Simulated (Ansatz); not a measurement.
Ca3Te2, relaxed as a singlet with RKS PBE-D4/def2-SVP in Ansatz, starting from the GFN2-xTB geometry. Force threshold 0.02 eV/Å.

In the def2 sets Te takes a core potential; there is no spin–orbit coupling. The structure comes from a short search, and lower isomers may exist.

Start:

Cartesian coordinates in Å:
```
Ca 0.438 -1.920 0.654
Ca -0.170 1.104 1.748
Ca -0.236 0.709 -2.102
Te 1.932 0.474 -0.226
Te -1.964 -0.367 -0.074
```

(1) Estimate the energy that the relaxation releases and the steps that it takes.

(2) Does the start keep its bonding and symmetry?

(3) Predict the relaxed structure.

Results:

(1) 17.7 kJ/mol, in 6 steps; 14 s on 2 threads of AMD EPYC 7R13 on a shared host. No frequencies were taken in this run, so the end may be a saddle point.

(2) By distances, no bond broke or formed. The bond that changes most is Ca3–Te5, from 2.87 to 2.99 Å (atoms count from 1). Point group C2v at the start, D3h at the end, both within 0.05 Å.

(3) 
```xyz
5

Ca    0.447   -2.003    0.381
Ca   -0.226    1.336    1.587
Ca   -0.221    0.666   -1.966
Te    2.096    0.452   -0.083
Te   -2.096   -0.452    0.081
```
Bond lengths (bridged metal pairs left out): 6 × Ca–Te 2.99 Å.
